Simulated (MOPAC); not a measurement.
Input for MOPAC: PM6 on H5P (a complex), monomers drawn apart or pushed together.

```
PM6 1SCF PRECISE CHARGE=0 THREADS=1
H5P

P     -0.17174498 1     0.15678966 1    -0.14074234 1
H     -1.49194435 1    -0.11720154 1     0.29923090 1
H     -0.48995360 1    -0.05068976 1    -1.50775205 1
H      0.26103284 1    -1.17997218 1     0.05251970 1
H      0.13870204 1    -0.28543002 1     3.98568677 1
H      0.36395882 1     0.20455923 1     3.47256730 1
```

It printed:

```
*******************************************************************************
 **                                                                           **
 **                              MOPAC v23.2.5                                **
 **                                                                           **
 *******************************************************************************
 ** MOPAC's Digital Object Identifier: https://doi.org/10.5281/zenodo.6511958 **
 **                                                                           **
 ** Please cite the open-source release paper for use of this MOPAC version:  **
 ** J. E. Moussa and J. J. P. Stewart (2026)                                  **
 ** MOPAC: An open-source semiempirical molecular orbital program             **
 ** J. Open Source Softw., 11(119), 8025, https://doi.org/10.21105/joss.08025 **
 *******************************************************************************

                              PM6 CALCULATION RESULTS

 *******************************************************************************
 *  PM6        - The PM6 Hamiltonian to be used
 *
 *
 *
 *                 CHARGE ON SYSTEM = 0
 *
 *
 *
 *  PRECISE    - TIGHTER CRITERIA TO BE USED
 *  1SCF       - DO 1 SCF AND THEN STOP
 *  THREADS=1  - MULTI-THREADING NOT USED
 *  T=         - A TIME OF 172800.0 SECONDS REQUESTED
 *  DUMP=N     - RESTART FILE WRITTEN EVERY 7200.0 SECONDS REQUESTED
 *******************************************************************************
PM6 1SCF PRECISE CHARGE=0 THREADS=1
 H5P

   ATOM   CHEMICAL          X               Y               Z
  NUMBER   SYMBOL      (ANGSTROMS)     (ANGSTROMS)     (ANGSTROMS)

     1       P         -0.17174498  *   0.15678966  *  -0.14074234  *
     2       H         -1.49194435  *  -0.11720154  *   0.29923090  *
     3       H         -0.48995360  *  -0.05068976  *  -1.50775205  *
     4       H          0.26103284  *  -1.17997218  *   0.05251970  *
     5       H          0.13870204  *  -0.28543002  *   3.98568677  *
     6       H          0.36395882  *   0.20455923  *   3.47256730  *



          CARTESIAN COORDINATES

    NO.       ATOM           X           Y           Z

     1         P         -0.1717      0.1568     -0.1407
     2         H         -1.4919     -0.1172      0.2992
     3         H         -0.4900     -0.0507     -1.5078
     4         H          0.2610     -1.1800      0.0525
     5         H          0.1387     -0.2854      3.9857
     6         H          0.3640      0.2046      3.4726

 General Reference for PM6:
 "Optimization of Parameters for Semiempirical Methods V: Modification of NDDO Approximations
 and Application to 70 Elements", J. J. P. Stewart, J. Mol. Mod., 13, 1173-1213 (2007)
 URL: https://link.springer.com/article/10.1007/s00894-007-0233-4

           Empirical Formula: H5 P  =     6 atoms



      MOLECULAR POINT GROUP   :   Cs


      RHF CALCULATION, NO. OF DOUBLY OCCUPIED LEVELS = 5


 -------------------------------------------------------------------------------
 PM6 1SCF PRECISE CHARGE=0 THREADS=1
 H5P



     1SCF WAS SPECIFIED, SO BFGS WAS NOT USED
     SCF FIELD WAS ACHIEVED


                              PM6 CALCULATION
                                                       MOPAC v23.2.5 Linux




          FINAL HEAT OF FORMATION =        -18.11995 KCAL/MOL =     -75.81388 KJ/MOL


          COSMO AREA              =         87.34 SQUARE ANGSTROMS
          COSMO VOLUME            =         61.59 CUBIC ANGSTROMS

          IONIZATION POTENTIAL    =         10.162962 EV
          HOMO LUMO ENERGIES (EV) =        -10.163  4.048
          NO. OF FILLED LEVELS    =          5
          MOLECULAR WEIGHT        =         36.0133         POINT GROUP:  Cs

          MOLECULAR DIMENSIONS (Angstroms)

            Atom       Atom       Distance
            H     5    H     3     5.53427
            H     4    H     2     2.06477
            H     2    H     6     1.16188


          SCF CALCULATIONS        =          1





   ATOM   CHEMICAL          X               Y               Z
  NUMBER   SYMBOL      (ANGSTROMS)     (ANGSTROMS)     (ANGSTROMS)

     1       P         -0.17174498  *   0.15678966  *  -0.14074234  *
     2       H         -1.49194435  *  -0.11720154  *   0.29923090  *
     3       H         -0.48995360  *  -0.05068976  *  -1.50775205  *
     4       H          0.26103284  *  -1.17997218  *   0.05251970  *
     5       H          0.13870204  *  -0.28543002  *   3.98568677  *
     6       H          0.36395882  *   0.20455923  *   3.47256730  *

                             CARTESIAN COORDINATES

   1    P       -0.171744980     0.156789660    -0.140742340
   2    H       -1.491944350    -0.117201540     0.299230900
   3    H       -0.489953600    -0.050689760    -1.507752050
   4    H        0.261032840    -1.179972180     0.052519700
   5    H        0.138702040    -0.285430020     3.985686770
   6    H        0.363958820     0.204559230     3.472567300


           Empirical Formula: H5 P  =     6 atoms



      MOLECULAR POINT GROUP   :   Cs


                  EIGENVALUES
 -22.19997 -15.11444 -14.08820 -14.08599 -10.16296   4.04775   4.05163   5.17647
   7.26002 135.04644 135.04725 135.23320 135.64100 135.64508


              NET ATOMIC CHARGES AND DIPOLE CONTRIBUTIONS

  ATOM NO.   TYPE          CHARGE      No. of ELECS.   s-Pop       p-Pop       d-Pop
    1          P          -0.036121        5.0361     1.63504     3.39084     0.01024
    2          H           0.011961        0.9880     0.98804
    3          H           0.012015        0.9880     0.98798
    4          H           0.011962        0.9880     0.98804
    5          H          -0.004662        1.0047     1.00466
    6          H           0.004844        0.9952     0.99516
 DIPOLE           X         Y         Z       TOTAL
 POINT-CHG.    -0.064    -0.094    -0.051     0.124
 HYBRID        -0.952    -1.436    -0.581     1.818
 SUM           -1.016    -1.529    -0.632     1.941


          ATOMIC ORBITAL ELECTRON POPULATIONS

     Atom    s        px        py        pz      x^2-y^2     xz        z^2       yz        xy
    1  P   1.63504   1.10596   1.25031   1.03456   0.00341   0.00131   0.00391   0.00044   0.00117
    2  H   0.98804
    3  H   0.98798
    4  H   0.98804
    5  H   1.00466
    6  H   0.99516

 **********************
 *                    *
 * JOB ENDED NORMALLY *
 *                    *
 **********************




 == MOPAC DONE ==
```

The run finished.

Cost: roughly 0.020 core-seconds.
